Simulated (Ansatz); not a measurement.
`OBCF` → `[CH2]` (triplet) + `OBF`  (formal loss of a carbene)

Calculated with Ansatz (gas phase, PBE0-D4/def2-TZVP geometries, no zero-point term in ΔE). CCSD(T)/CBS adds triple-zeta CCSD(T) − MP2 to the extrapolated MP2 energy (def2 sets, frozen cores). This one scheme is used for every species. Functionals use def2-TZVPP. Triplets are unrestricted, without spin–orbit coupling. One conformer a species, not always the lowest.

```csv
species,CAM-B3LYP-D4 energy (Eh)
`OBCF`,-240.48926
`[CH2]` (triplet),-39.14166
`OBF`,-201.26036
```

(1) Work out ΔE.

(2) What do rigid-rotor, harmonic-oscillator terms from PBE0-D4/def2-TZVP frequencies (298.15 K, 1 bar) make of the CCSD(T)/CBS value? (An estimate is asked.)

Largest T1 diagnostic among the species: 0.013.

Results:

(1) ΔE = (-39.14166) + (-201.26036) − (-240.48926) = 0.08724 Eh = +54.7 kcal/mol. CCSD(T)/CBS gives +54.0 kcal/mol.

(2) Ansatz gave: ΔZPE = -6.1 kcal/mol, ΔH = +49.3 kcal/mol, ΔS = 155 J/(mol·K), ΔG = +38.2 kcal/mol. Open shells count their whole term as degenerate.

In def2-TZVPP, CCSD(T) changes the Hartree–Fock value by +31.4 kcal/mol (the triples alone add +2.5 kcal/mol) and MP2 by +32.2 kcal/mol. From PBE to PBE0 (25 % exact exchange), in def2-TZVPP and without D4, ΔE moves by −2.9 kcal/mol.
